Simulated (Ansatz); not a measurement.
Born–Oppenheimer molecular dynamics of F4Ti (5 atoms, charge 0, multiplicity 1). It starts from a relaxed structure.

Level of theory: RKS PBE-D4/def2-SVP (Ansatz).

- ensemble: NVT, Langevin thermostat
- time step: 2 fs
- steps asked: 250
- set temperature: 400 K
- friction: 0.02 /fs
- seed: 638194

First frame:

```xyz
5
Properties=species:S:1:pos:R:3
Ti 0.000 0.000 0.000
F 0.000 0.000 1.745
F 1.645 0.000 -0.581
F -0.822 1.424 -0.581
F -0.822 -1.424 -0.581
```

Question: What does the run give?

Answer: All steps were run.

```json
{
 "steps done": "250",
 "time covered": "500 fs",
 "mean temperature over the second half": "322 K",
 "spread of the potential energy over the second half": "10.6 meV per atom",
 "mean potential energy of the second half above the start": "25.7 meV per atom"
}
```

The mean temperature of the second half is 20 % below the set value. A run of 0.5 ps of so small a system gives no equilibrium averages.

Question: What happens to the structure?

Answer: The same pairs are bonded in the first frame and the last. Pairs count as bonded within 1.25 times the sum of covalent radii (0.12 Å more for H–H). Another seed would give other details.

Question: How do temperature and energy run in time?

Answer: 
```csv
time (fs),T (K),potential energy less start (eV)
0,320,0.000
42,406,0.166
84,522,0.069
126,354,0.187
168,628,0.128
210,98,0.202
252,326,0.053
294,306,0.158
336,393,0.103
378,206,0.183
420,449,0.091
462,242,0.067
```

Time of the run: 6.7 min on 2 threads of Arm Neoverse V1 (shared host), peak memory 0.13 GiB.
